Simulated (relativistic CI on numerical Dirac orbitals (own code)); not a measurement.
## Slater and spin-orbit integrals, Sn²²⁺

Calculated at this level of theory: Dirac-Coulomb-Breit CI, KLI orbitals optimised for each configuration, a model potential for QED, unscaled Slater integrals (own radial code, finite nucleus).

Slater integrals F^k, G^k are unscaled and averaged over j, outside the closed core [Ne] 3s2; ζ comes from projecting the Hamiltonian with its Breit term on Σ l·s of the shell.

- 3p⁶3d⁹4s: ζ(3d) = 28612, G^2(3d,4s) = 33170 cm⁻¹; <r>(3d) = 0.3014, <r^2>(3d) = 0.1067, <r>(4s) = 0.6951, <r^2>(4s) = 0.5422 (bohr units).
- 3p⁶3d⁹4p: ζ(3d) = 28625, F^2(3d,4p) = 98587, G^1(3d,4p) = 32390, G^3(3d,4p) = 32428, ζ(4p) = 65968 cm⁻¹; <r>(3d) = 0.3014, <r^2>(3d) = 0.1067, <r>(4p) = 0.7139, <r^2>(4p) = 0.5753 (bohr units).
- 3p⁶3d⁹4d: ζ(3d) = 28611, F^2(3d,4d) = 99014, F^4(3d,4d) = 49321, G^0(3d,4d) = 32698, G^2(3d,4d) = 40550, G^4(3d,4d) = 31677, ζ(4d) = 7595.7 cm⁻¹; <r>(3d) = 0.3015, <r^2>(3d) = 0.1068, <r>(4d) = 0.7293, <r^2>(4d) = 0.6071 (bohr units).

Averages of the first 10 configurations, taken without configuration mixing, which lowers the lowest level and can move excited configurations by several eV; other configurations of the list can lie among them:

| Configuration | Parity | States | Average energy above the lowest level (eV) |
| --- | --- | --- | --- |
| 3p⁶3d¹⁰ | even | 1 | 0.1 |
| 3p⁶3d⁹4s | even | 20 | 448.8 |
| 3p⁶3d⁹4p | odd | 60 | 502.3 |
| 3p⁶3d⁹4d | even | 100 | 581.3 |
| 3p⁶3d⁹4f | odd | 140 | 659.1 |
| 3p⁶3d⁸4s² | even | 45 | 919.9 |
| 3p⁵3d¹⁰4s | odd | 12 | 687.1 |
| 3p⁶3d⁸4s4p | odd | 540 | 969.7 |
| 3p⁵3d¹⁰4p | even | 36 | 740.7 |
| 3p⁶3d⁹5s | even | 20 | 735.2 |
